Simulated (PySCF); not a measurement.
## Electron correlation in Ge²⁰⁺ (germanium, charge +20)

[Ne] 3s2, closed-shell 1S. Calculation: PySCF 2.14, in an even-tempered Gaussian basis (18 s from 2.1 bohr⁻², ratio 2.5; 11 p from 2.7 bohr⁻², ratio 2.5; 5 d from 10 bohr⁻², ratio 2.7; 4 f from 16 bohr⁻², ratio 2.7); the spin-free X2C one-electron Hamiltonian (Gaussian nucleus). Frozen: 1s2; 10 electrons correlated; the 19 highest virtual orbitals of each spin left out.

```json
{"level": "CCSD", "correlation energy (mhartree)": "-440.99"}
{"level": "(T)", "correlation energy (mhartree)": "-1.80"}
{"level": "CCSD(T)", "correlation energy (mhartree)": "-442.79"}
```

Diagnostics: T1 = 0.00068, D1 = 0.0021, largest double amplitude 0.082.

Cost of the coupled-cluster step: roughly 6 core-seconds, for 10 correlated electrons.

At this charge the one-electron X2C treatment keeps the bare 1/r₁₂, with no two-electron picture change or Breit term. The effect here is smaller than on the frozen 1s shell; and a scalar Hamiltonian misses the large spin-orbit splitting of the p shells, which matters for ns² → np² pairs.
